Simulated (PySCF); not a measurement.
WCl₄H₂, SMILES [Cl][WH2]([Cl])([Cl])[Cl], multiplicity 1. Geometry optimised at PBE-D3(BJ)/def2-SVP. The multiplicity is an assumed one; no other spin state was optimised. The structure was generated by enumeration; whether it is a known compound was not checked. The def2 effective core potentials stand for the cores of W; spin–orbit coupling is left out.

Computed equilibrium geometry at PBE-D3(BJ)/def2-SVP (PySCF confirms it by a frequency run) as bond lengths and angles, and its point group:
point group C2v.
Atoms: W1 Cl2 Cl3 Cl4 Cl5 H6 H7. Bonds (Å): W1–Cl2 2.281, W1–Cl3 2.327, W1–Cl4 2.327, W1–Cl5 2.281, W1–H6 1.684, W1–H7 1.684. Angles (°): Cl2–W1–Cl3 93.0, Cl2–W1–Cl4 93.0, Cl2–W1–Cl5 162.8, Cl2–W1–H6 82.6, Cl2–W1–H7 82.6, Cl3–W1–Cl4 139.0, Cl3–W1–Cl5 93.0, Cl3–W1–H6 79.6, Cl3–W1–H7 141.4, Cl4–W1–Cl5 93.0, Cl4–W1–H6 141.4, Cl4–W1–H7 79.6, Cl5–W1–H6 82.6, Cl5–W1–H7 82.6, H6–W1–H7 61.9.
